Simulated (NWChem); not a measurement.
System: SiNH$_{5}$O; SMILES N[SiH2]O

The following NWChem deck was run.

```
start job
memory heap 200 mb stack 900 mb global 1100 mb
geometry units angstroms noautosym nocenter noautoz
  Si    -0.469113     0.031487    -0.000660
  N      0.411711    -1.439525     0.004138
  O      0.541997     1.362221     0.006839
  H     -1.334949     0.083329     1.218264
  H     -1.310345     0.017823    -1.235100
  H      0.822933    -1.778107    -0.858144
  H      0.987138    -1.689388     0.800595
  H      0.144439     2.207923     0.233372
end
basis spherical
  * library def2-svp
end
dft
  xc m06-2x
  iterations 150
end
cosmo
  do_cosmo_smd true
  solvent water
end
task dft energy
```

Excerpt of the output:

```
             Northwest Computational Chemistry Package (NWChem) 7.3.0
             --------------------------------------------------------

                             Geometry "geometry" -> ""
                             -------------------------

 Output coordinates in angstroms (scale by  1.889725989 to convert to a.u.)

  No.       Tag          Charge          X              Y              Z
 ---- ---------------- ---------- -------------- -------------- --------------
    1 Si                  14.0000    -0.46911300     0.03148700    -0.00066000
    2 N                    7.0000     0.41171100    -1.43952500     0.00413800
    3 O                    8.0000     0.54199700     1.36222100     0.00683900
    4 H                    1.0000    -1.33494900     0.08332900     1.21826400
    5 H                    1.0000    -1.31034500     0.01782300    -1.23510000
    6 H                    1.0000     0.82293300    -1.77810700    -0.85814400
    7 H                    1.0000     0.98713800    -1.68938800     0.80059500
    8 H                    1.0000     0.14443900     2.20792300     0.23337200

 Effective nuclear repulsion energy (a.u.)     118.9461316282

                                 NWChem DFT Module
                                 -----------------

 Summary of "ao basis" -> "ao basis" (spherical)
 ------------------------------------------------------------------------------
       Tag                 Description            Shells   Functions and Types
 ---------------- ------------------------------  ------  ---------------------
 Si                         def2-svp                 8       18   4s3p1d
 N                          def2-svp                 6       14   3s2p1d
 O                          def2-svp                 6       14   3s2p1d
 H                          def2-svp                 3        5   2s1p

 in cosmo_initialize ...
 calling solv_data for solv:h2o

 solvent parameters
 solvname_short: h2o
 solvname_long:  water
 dielec:       78.4000
 dielecinf:     1.7769
 aqueous SMD model solvent descriptors
 dielec:       78.4000
 sola:          0.8200

          ---------------
          -cosmo- solvent
          ---------------
 Cosmo: York-Karplus, doi: 10.1021/jp992097l
 dielectric constant -eps-     =  78.40
 screen = (eps-1)/(eps    )    =   0.98724
 surface charge correction     = lagrangian

   van der Waals surface
 --------------------------

 ---------- ATOMIC COORDINATES (A.U.) ------------ VDWR(ANG.) --
     1   -0.88649503    0.05950180   -0.00124722     2.470
     2    0.77802098   -2.72030780    0.00781969     1.890
     3    1.02422582    2.57422443    0.01292384     1.520
     4   -2.52268782    0.15746898    2.30218514     1.200
     5   -2.47619300    0.03368059   -2.33400057     1.200
     6    1.55511788   -3.36013501   -1.62165702     1.200
     7    1.86542033   -3.19248041    1.51290518     1.200
     8    0.27295013    4.17236947    0.44100913     1.200
 number of segments per atom =        128
 number of   points per atom =        128
 atom (   nspa,  nppa )
 ----------------------
    1 (     91,     0 )       0
    2 (     58,     0 )       0
    3 (     43,     0 )       0
    4 (     31,     0 )       0
    5 (     32,     0 )       0
    6 (     45,     0 )       0
    7 (     45,     0 )       0
    8 (     62,     0 )       0
 number of -cosmo- surface points =      407
 molecular surface =     97.311 angstrom**2
 molecular volume  =     80.020 angstrom**3
 -lineq- algorithm             =   0
 -bem- low  level              =   3
 -bem- from -octahedral-
 gaussian surface charge width =   4.50000
 degree of switching           =   1.00000
 switching function tolerance  =   0.00010
 atomic radii =
 --------------
    1 14.000  2.470
    2  7.000  1.890
    3  8.000  1.520
    4  1.000  1.200
    5  1.000  1.200
    6  1.000  1.200
    7  1.000  1.200
    8  1.000  1.200
 ...... end of -cosmo- initialization ......

 nat:                     8
 ixmem:                  3618
 calling mnsol_interface()
 G(SMD-CDS) energy (kcal/mol)  =     3.084
 SMD-CDS SASA (angstrom**2)    =   118.229

            General Information
            -------------------
          SCF calculation type: DFT
          Wavefunction type:  closed shell.
          No. of atoms     :     8
          No. of electrons :    34
           Alpha electrons :    17
            Beta electrons :    17
          Charge           :     0
          Spin multiplicity:     1
          Use of symmetry is: off; symmetry adaption is: off
          Maximum number of iterations: 150
          AO basis - number of functions:    71
                     number of shells:    35
          Convergence on energy requested:  1.00D-06
          Convergence on density requested:  1.00D-05
          Convergence on gradient requested:  5.00D-04

              XC Information
              --------------
                       M06-2X Method XC Functional
                     Hartree-Fock (Exact) Exchange  0.540
                        M06-2X Exchange Functional  1.000
                      M06-2X Correlation Potential  1.000

             Grid Information
             ----------------
          Grid used for XC integration:  medium
          Radial quadrature: Mura-Knowles
          Angular quadrature: Lebedev.
          Tag              B.-S. Rad. Rad. Pts. Rad. Cut. Ang. Pts.
          ---              ---------- --------- --------- ---------
          Si                  1.10       88           8.0       590
          N                   0.65       49          10.0       434
          O                   0.60       49           9.0       434
          H                   0.35       45          11.0       434
          Grid pruning is: on
          Number of quadrature shells:   411
          Spatial weights used:  Erf1

      Superposition of Atomic Density Guess
      -------------------------------------

 Sum of atomic energies:        -420.17027483

      Non-variational initial energy
      ------------------------------

 Total energy =    -421.321849
 1-e energy   =    -815.538328
 2-e energy   =     275.270347
 HOMO         =      -0.366952
 LUMO         =       0.072594

   convergence    iter        energy       DeltaE   RMS-Dens  Diis-err
 ---------------- ----- ----------------- --------- --------- ---------
     COSMO gas phase
 d= 0,ls=0.0,diis     1   -422.2029244577 -5.41D+02  1.22D-02  5.63D-01
 d= 0,ls=0.0,diis     2   -422.2119236581 -9.00D-03  5.99D-03  5.83D-01
 d= 0,ls=0.0,diis     3   -422.2668334465 -5.49D-02  7.54D-04  6.74D-03
 d= 0,ls=0.0,diis     4   -422.2674281290 -5.95D-04  2.61D-04  6.91D-04
 d= 0,ls=0.0,diis     5   -422.2674913096 -6.32D-05  8.03D-05  1.08D-04
  Resetting Diis
 d= 0,ls=0.0,diis     6   -422.2675029017 -1.16D-05  1.54D-05  5.32D-07
 d= 0,ls=0.0,diis     7   -422.2675030115 -1.10D-07  3.56D-06  2.49D-08

   convergence    iter        energy       DeltaE   RMS-Dens  Diis-err
 ---------------- ----- ----------------- --------- --------- ---------
     COSMO solvation phase
 d= 0,ls=0.0,diis     1   -422.2749501768 -7.45D-03  1.35D-03  5.38D-03
 d= 0,ls=0.0,diis     2   -422.2761303026 -1.18D-03  4.23D-04  1.11D-03
 d= 0,ls=0.0,diis     3   -422.2762177319 -8.74D-05  1.77D-04  4.09D-04
 d= 0,ls=0.0,diis     4   -422.2762605673 -4.28D-05  5.48D-05  1.50D-05
 d= 0,ls=0.0,diis     5   -422.2762624718 -1.90D-06  1.45D-05  6.07D-07
 d= 0,ls=0.0,diis     6   -422.2762625556 -8.38D-08  4.57D-06  2.20D-07

         Total DFT energy =     -422.276262555592
      One electron energy =     -819.205870204840
           Coulomb energy =      316.054528850714
    Exchange-Corr. energy =      -38.298313343266
 Nuclear repulsion energy =      118.946131628238

             COSMO energy =        0.227260513561

 Numeric. integr. density =       33.999999112120

                                COSMO-SMD solvation results
                                ---------------------------

             internal energy in gas <Psi(g)|H|Psi(g)> =      -422.267503011529
         internal energy in solvent <Psi(s)|H|Psi(s)> =      -422.266049904963
                               delta internal energy  =         0.001453106565 (    0.91 kcal/mol)
   total free energy in solvent <Psi(s)|H+V/2|Psi(s)> =      -422.281177534964
 polarization energy contribution <Psi(s)|V/2|Psi(s)> =        -0.015127630000 (   -9.49 kcal/mol)
    total free energy in solvent including G(SMD-CDS) =      -422.276262555592
                       G(SMD-CDS) energy contribution =         0.004914979371 (    3.08 kcal/mol)
     1 M fixed-concentration free energy of solvation =        -0.008759544064 (   -5.50 kcal/mol)

                       DFT Final Molecular Orbital Analysis
                       ------------------------------------

 Vector   15  Occ=2.000000D+00  E=-4.082951D-01
              MO Center= -1.3D-01,  4.6D-01,  1.6D-01, r^2= 2.8D+00
   Bfn.  Coefficient  Atom+Function         Bfn.  Coefficient  Atom+Function
  ----- ------------  ---------------      ----- ------------  ---------------
    36      0.421895  3 O  px                39      0.318972  3 O  px
    47      0.233081  4 H  s                  8     -0.203403  1 Si px
    23      0.190771  2 N  py                52      0.144752  5 H  s
    21     -0.132882  2 N  s                 26     -0.132673  2 N  py
    48      0.132526  4 H  s                  5      0.113793  1 Si px

 Vector   16  Occ=2.000000D+00  E=-3.635526D-01
              MO Center= -5.1D-01,  4.4D-01, -9.5D-02, r^2= 2.8D+00
   Bfn.  Coefficient  Atom+Function         Bfn.  Coefficient  Atom+Function
  ----- ------------  ---------------      ----- ------------  ---------------
    38      0.387087  3 O  pz                41      0.311252  3 O  pz
    52      0.290682  5 H  s                 53      0.258685  5 H  s
    47     -0.253515  4 H  s                 48     -0.206674  4 H  s
    10     -0.203248  1 Si pz                 7      0.105581  1 Si pz
    17     -0.093150  1 Si d  1              22     -0.085117  2 N  px

 Vector   17  Occ=2.000000D+00  E=-3.302898D-01
              MO Center=  2.8D-01, -1.3D+00,  4.3D-02, r^2= 1.4D+00
   Bfn.  Coefficient  Atom+Function         Bfn.  Coefficient  Atom+Function
  ----- ------------  ---------------      ----- ------------  ---------------
    22      0.395574  2 N  px                23      0.360745  2 N  py
    25     -0.332325  2 N  px                26     -0.321788  2 N  py
    48     -0.113948  4 H  s                 35      0.109855  3 O  s
    37     -0.108609  3 O  py                21      0.099626  2 N  s
    11     -0.097595  1 Si px                47     -0.091928  4 H  s

 Vector   18  Occ=0.000000D+00  E= 9.076720D-02
              MO Center=  3.4D-01, -6.8D-01, -2.6D-02, r^2= 5.0D+00
   Bfn.  Coefficient  Atom+Function         Bfn.  Coefficient  Atom+Function
  ----- ------------  ---------------      ----- ------------  ---------------
    21      1.394446  2 N  s                 11     -0.838962  1 Si px
    58     -0.608705  6 H  s                 63     -0.564643  7 H  s
    12      0.536323  1 Si py                53     -0.309816  5 H  s
    48     -0.308019  4 H  s                 35      0.293329  3 O  s
    68     -0.272530  8 H  s                  4     -0.214171  1 Si s

 Vector   19  Occ=0.000000D+00  E= 9.406143D-02
              MO Center= -4.3D-01,  1.0D+00,  8.3D-02, r^2= 4.1D+00
   Bfn.  Coefficient  Atom+Function         Bfn.  Coefficient  Atom+Function
  ----- ------------  ---------------      ----- ------------  ---------------
    35     -0.910375  3 O  s                 12      0.883392  1 Si py
    68      0.653637  8 H  s                 21      0.387259  2 N  s
    11      0.317535  1 Si px                39      0.261017  3 O  px
     4      0.226732  1 Si s                 25     -0.202789  2 N  px
    36      0.167932  3 O  px                 9      0.139511  1 Si py

 Vector   20  Occ=0.000000D+00  E= 1.445470D-01
              MO Center= -7.1D-01, -3.3D-01, -7.1D-03, r^2= 5.4D+00
   Bfn.  Coefficient  Atom+Function         Bfn.  Coefficient  Atom+Function
  ----- ------------  ---------------      ----- ------------  ---------------
    53     -1.419278  5 H  s                  4      1.395771  1 Si s
    11     -1.167408  1 Si px                48     -1.127270  4 H  s
    21     -0.661719  2 N  s                 63      0.661253  7 H  s
     3      0.408437  1 Si s                 58      0.343742  6 H  s
    68      0.214178  8 H  s                  2      0.202815  1 Si s

     Multipole analysis of the density
     ---------------------------------

     L   x y z        total         alpha         beta         nuclear
     -   - - -        -----         -----         ----         -------
     0   0 0 0      0.000000    -17.000000    -17.000000     34.000000

     1   1 0 0      0.100938      0.088654      0.088654     -0.076369
     1   0 1 0      0.119683     -0.037943     -0.037943      0.195570
     1   0 0 1      0.145642     -0.147733     -0.147733      0.441109

     2   2 0 0    -20.379814    -31.239869    -31.239869     42.099925
     2   1 1 0     -3.866820      0.558336      0.558336     -4.983491
     2   1 0 1      0.170298     -0.193057     -0.193057      0.556413
     2   0 2 0    -16.004769    -79.892472    -79.892472    143.780176
     2   0 1 1      1.094873     -0.882184     -0.882184      2.859240
     2   0 0 2    -19.115645    -17.489094    -17.489094     15.862544
```

Level: M06-2X/def2-SVP, SMD on the gas-phase geometry. The geometry was optimised at PBE0/def2-SVP. Solvent: water.
